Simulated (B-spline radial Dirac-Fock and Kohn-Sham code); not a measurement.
# Mn 2s: cross section and angular parameters

System: the free manganese atom in the configuration [Ar] 3d5 4s2; threshold 769.1 eV (tabulated edge). The computed values come from a radial B-spline solver: Dirac-Hartree-Slater photoionisation with a Latter tail; cross sections with all multipoles, angular parameters from the dipole term and its interference with E2.

Input of the calculation (task.json; shells as n, l, electrons):

```json
{"items": [{
  "Z": 25,
  "q": 0,
  "cfg": [[1, 0, 2], [2, 0, 2], [2, 1, 6], [3, 0, 2], [3, 1, 6], [3, 2, 5], [4, 0, 2]],
  "A": 55,
  "rrms": 3.7057,
  "do": "xps",
  "hv": [51.6, 69.3, 100, 105.0, 136.0, 150, 213.0, 215.0, 248.0, 258.0, 300, 485.0, 517.0, 663.0, 730.0, 1000, 1253.6, 1350.0, 1370.0, 1460.0, 1600.0, 2000, 2540.0, 4130.0, 5414.7, 6320.0, 6520.0, 9630.0, 11900.0, 15000],
  "edges": {"K": 6539.0, "L1": 769.1, "L2": 649.9, "L3": 638.7, "M1": 82.3}
}]}
```

Run with: `python xray2_run.py task.json out`

For linearly polarised light dσ/dΩ = σ/(4π) [1 + β P₂(cos θ) + (δ + γ cos²θ) sin θ cos φ], with θ from the polarisation vector and φ the angle between the beam and the projection of the electron momentum on the plane normal to the polarisation.

| hν (eV) | σ (kb) | β | γ |
| --- | --- | --- | --- |
| 1000 | 111 | 1.999 | 0.202 |
| 1253.6 | 78.0 | 2.000 | -0.015 |
| 1350 | 68.8 | 2.000 | -0.043 |
| 1370 | 67.1 | 2.000 | -0.047 |
| 1460 | 60.0 | 2.000 | -0.057 |
| 1600 | 51.0 | 2.000 | -0.056 |
| 2000 | 33.6 | 2.000 | 0.003 |
| 2540 | ? | ? | ? |
| 4130 | 7.41 | 2.000 | 0.533 |
| 5414.7 | 3.99 | 1.999 | 0.819 |
| 6320 | 2.76 | 1.999 | 0.997 |
| 6520 | 2.57 | 1.999 | 1.034 |
| 9630 | 0.980 | 1.999 | 1.547 |
| 11900 | 0.569 | 1.999 | 1.861 |
| 15000 | 0.309 | 1.999 | 2.234 |

**Question.** Give the values at 2540 eV.

**Answer.** σ = 21.0 kb, β = 2.000, γ = 0.132. For an s subshell δ is negligible.
